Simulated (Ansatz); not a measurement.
Harmonic frequencies (cm⁻¹) at PBE0-D4/def2-TZVP from Ansatz: 114, 181, 233, 252, 268, 414, 555, 904, 986.

(1) Which molecule is it?
A. `O[SiH](F)F`
B. `N[SiH2]F`
C. `F[Si](F)(Br)Br`
D. `O[Si](Cl)(Br)Br`

## Answers

(1) C.
